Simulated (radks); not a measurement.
The numbers below are computed, except where a source is named.
Q: Ionisation ladder of copper, from Cu XXIII to Cu XXIX. Each ion is in the ground configuration listed by NIST, and IE = E(next ion) - E(this ion), with E = 0 for the bare nucleus. Code: a radial shooting solver on a logarithmic mesh with Libxc functionals. Model: scalar-relativistic Kohn-Sham, exchange-only LDA, spin-polarised, spherical densities, point nucleus; open shells are filled with parallel spins first.

species    configuration  IE, Delta-SCF (eV)  -e(HOMO) (eV)   HOMO
Cu XXIII    [He] 2s2 2p3              2057.0         1999.2  2p up
Cu XXIV     [He] 2s2 2p2                   ?         2115.5  2p up
Cu XXV      [He] 2s2 2p1              2289.2         2232.0  2p up
Cu XXVI         [He] 2s2              2468.9         2426.4     2s
Cu XXVII        [He] 2s1                   ?         2540.4  2s up
Cu XXVIII           [He]             11040.5        10865.7     1s
Cu XXIX              1s1                   ?        11359.3  1s up

Estimate the withheld Delta-SCF values.

A: Cu XXIV: 2173.6 eV (NIST 2179); Cu XXVII: 2583.7 eV (NIST 2587.0); Cu XXIX: 11538.0 eV (NIST 11567.6).
